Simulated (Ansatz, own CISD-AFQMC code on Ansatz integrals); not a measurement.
H3B2N, SMILES `B=NB` (charge 0, multiplicity 1).

Cartesian coordinates (Å):
SMILES: B=NB
```xyz
6

B      1.5214    -0.1333     0.7087
N      0.2837    -0.0243     0.8471
B     -1.1015     0.0965     0.9994
H      2.6761    -0.2343     0.5800
H     -1.8335    -0.4393     0.2221
H     -1.5462     0.7348     1.9062
```
Charge 0, multiplicity 1.

Frozen-core correlation energies in cc-pVDZ at a geometry from B3LYP-D3(BJ)/def2-TZVP, on an HF energy of -105.59631 Ha (<S^2> = 0.00). Wave-function levels are from Ansatz, the walk from an own CISD-AFQMC code on Ansatz integrals (time step 0.005/Ha, trial state from CCSD amplitudes, largest double 0.06).

```
level     correlation energy (mHa)
--------  ------------------------
MP2                         -320.9
CCSD                        -348.0
CCSD(T)                     -360.4
CCSDT(Q)                    -362.1
```

**Question.** What correlation energy does phaseless AFQMC give, and where does it lie among these levels?

**Answer.** -362.2 ± 0.4 mHa (one standard error). AFQMC minus each level: MP2 -41.2 mHa, CCSD -14.2 mHa, CCSD(T) -1.8 mHa, CCSDT(Q) -0.1 mHa.
